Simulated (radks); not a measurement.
Results of a calculation; reference values are marked as such.
Yb, configuration [Xe] 4f14 6s2. Code: a radial shooting solver on a logarithmic mesh with Libxc functionals. Model: scalar-relativistic Kohn-Sham, PBE, spin-polarised, spherical densities, finite nucleus; Fermi nuclear charge, rms radius 5.3108 fm.

Unscreened Slater integrals over Kohn-Sham orbitals (hartree). They are taken over the spin-up orbitals.

F0(4f,4f): 1.2106
F2(4f,4f): 0.55713
F4(4f,4f): 0.34636
F6(4f,4f): 0.24833
F0(4f,6s): 0.30245
G3(4f,6s): 0.0094628
F0(4f,5p): 0.74708
F2(4f,5p): 0.24883
G2(4f,5p): 0.13459
G4(4f,5p): 0.10147
F0(4f,5s): 0.85842
G3(4f,5s): 0.16020
F0(6s,6s): 0.23021
F0(6s,5p): 0.29155
G1(6s,5p): 0.019811
F0(6s,5s): 0.29563
G0(6s,5s): 0.0096347
F0(5p,5p): 0.62212
F2(5p,5p): 0.33229
F0(5p,5s): 0.67416
G1(5p,5s): 0.44410
F0(5s,5s): 0.74492
